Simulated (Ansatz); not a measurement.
Total energies of `[Ag][S]c1ccc(C#Cc2ccc(C#Cc3ccccc3)cc2)cc1` from Ansatz at PBE0-D4/def2-TZVP, gas phase (1 Eh = 27.2114 eV = 2625.5 kJ/mol). The reference geometry is relaxed at PBE-D4/def2-SVP.

Cartesian coordinates in Å:
```
Ag -8.639 -1.038 -6.132
S -9.002 -0.515 -3.872
C -7.341 -0.438 -3.237
C -6.675 0.806 -3.127
C -5.406 0.888 -2.552
C -4.754 -0.276 -2.062
C -3.461 -0.197 -1.482
C -2.337 -0.128 -0.977
C -1.045 -0.048 -0.394
C -0.394 -1.212 0.098
C 0.874 -1.134 0.668
C 1.550 0.111 0.775
C 2.845 0.190 1.354
C 3.970 0.258 1.854
C 5.274 0.336 2.420
C 5.945 1.583 2.525
C 7.227 1.652 3.079
C 7.867 0.489 3.539
C 7.213 -0.751 3.442
C 5.930 -0.833 2.889
C 0.898 1.276 0.285
C -0.369 1.198 -0.285
C -5.430 -1.522 -2.167
C -6.699 -1.598 -2.741
H -7.174 1.711 -3.502
H -4.896 1.859 -2.471
H -0.906 -2.182 0.021
H 1.368 -2.042 1.044
H 5.441 2.491 2.163
H 7.735 2.626 3.154
H 8.876 0.548 3.974
H 7.709 -1.666 3.801
H 5.415 -1.801 2.811
H 1.411 2.245 0.362
H -0.862 2.106 -0.661
H -4.939 -2.429 -1.785
H -7.220 -2.564 -2.812
```

```tsv
state	geometry	energy (Eh)
charge 0 singlet	reference	-1390.45324
charge 1 doublet	reference	-1390.20617
charge -1 doublet	reference	-1390.51857
free Ag atom (doublet)	–	-146.96650
free S atom (triplet)	–	-397.97371
free C atom (triplet)	–	-37.80537
free H atom (doublet)	–	-0.50104
```

In the def2 sets Ag takes a core potential; there is no spin–orbit coupling. Single mean-field runs in def2-TZVP are fitted with def2-universal-jkfit.

**Question.** Work out the vertical ionisation energy to the doublet.

**Answer.** E(charge 1 doublet) − E(charge 0 singlet) = -1390.20617 − (-1390.45324) = 0.24707 Eh = 6.72 eV. For comparison, −ε of the highest occupied level is 5.68 eV at this level, 1.04 eV less.

**Question.** Work out the vertical electron affinity, to the doublet.

**Answer.** E(charge 0 singlet) − E(charge -1 doublet) = -1390.45324 − (-1390.51857) = 0.06533 Eh = 1.78 eV. The basis lacks diffuse functions, which makes affinities too small.

**Question.** Give the fundamental gap IE − EA, the Mulliken electronegativity (IE + EA)/2 and the hardness (IE − EA)/2.

**Answer.** From the values in Eh: IE − EA = 0.24707 − 0.06533 = 0.18174 Eh = 4.95 eV; (IE + EA)/2 = 4.25 eV; (IE − EA)/2 = 2.47 eV. The HOMO–LUMO gap of the same run is 2.74 eV, 2.21 eV smaller than the fundamental gap.

**Question.** What is the binding energy per atom against free atoms?

**Answer.** Atoms: 1 × (-146.96650) + 1 × (-397.97371) + 22 × (-37.80537) + 13 × (-0.50104) = -1383.17187 Eh. Binding: -1383.17187 − (-1390.45324) = 7.28137 Eh = 198.14 eV, or 5.36 eV for each of 37 atoms (no zero-point energy, no counterpoise term).

The restricted singlet is unstable towards broken spin symmetry in Hartree–Fock (as tested in another run); at PBE0-D4/def2-TZVP this wasn't settled.
